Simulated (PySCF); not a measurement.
Computed IR spectrum (relative IR intensity) of a molecule CH8FNSi2. The structure is a stationary point at PBE0-D3(BJ)/def2-SVP. The values are those of a single conformer. Computed with PySCF 2.14.0 with PBE0-D3(BJ)/def2-SVP. Frequencies are harmonic and unscaled.

Lines under 2 % of the strongest are left out, and lines within 2 cm⁻¹ are merged.

| ν (cm⁻¹) | relative intensity |
|---|---|
| 271 | 2.2 |
| 344 | 4.1 |
| 418 | 22 |
| 720 | 27 |
| 770 | 4.1 |
| 815 | 37 |
| 846 | 3.2 |
| 900 | 82 |
| 928 | 12 |
| 935 | 97 |
| 951 | 100 |
| 962 | 64 |
| 1008 | 14 |
| 1213 | 68 |
| 1273 | 17 |
| 1425 | 3.7 |
| 2218 | 51 |
| 2226 | 46 |
| 2254 | 31 |
| 2262 | 51 |
| 3609 | 16 |

Problem. Identify the compound among the candidates.
A. N[SiH2][C@H](F)[SiH3]
B. N[SiH2][SiH2]CF
C. C[Si@H](N)[SiH2]F
D. C[Si@@H](F)N[SiH3]

Solution. D, C[Si@@H](F)N[SiH3]
